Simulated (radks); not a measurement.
Question: Neutral argon, [Ar]. Method: non-relativistic Kohn-Sham, PBE, spin-polarised, spherical densities, point nucleus; computed with a radial shooting solver on a logarithmic mesh with Libxc functionals. Every spin shell is full or empty, so the densities are truly spherical. Functionals are evaluated on that one density, not self-consistently. Rank these orbital-free kinetic functionals by their error against the exact value of the orbitals, and give that value: Thomas-Fermi, von Weizsacker, TF + vW/9, TF + vW/5, LC94, APBEK, revAPBEK, Perdew 92, Thakkar, LKT, PG1, DePristo-Kress, Ernzerhof.

Answer: Exact: 526.733 hartree. From best to worst, with 100 (|E| - |E exact|)/|E exact| (equal figures are ties): Ernzerhof +0.01, DePristo-Kress +0.09, Thakkar -0.09, LC94 +0.16, APBEK +0.29, Perdew 92 -0.54, TF + vW/9 -0.56, revAPBEK +0.62, TF + vW/5 +4.64, Thomas-Fermi -7.05, PG1 +23.47, LKT +29.12, von Weizsacker -41.56.
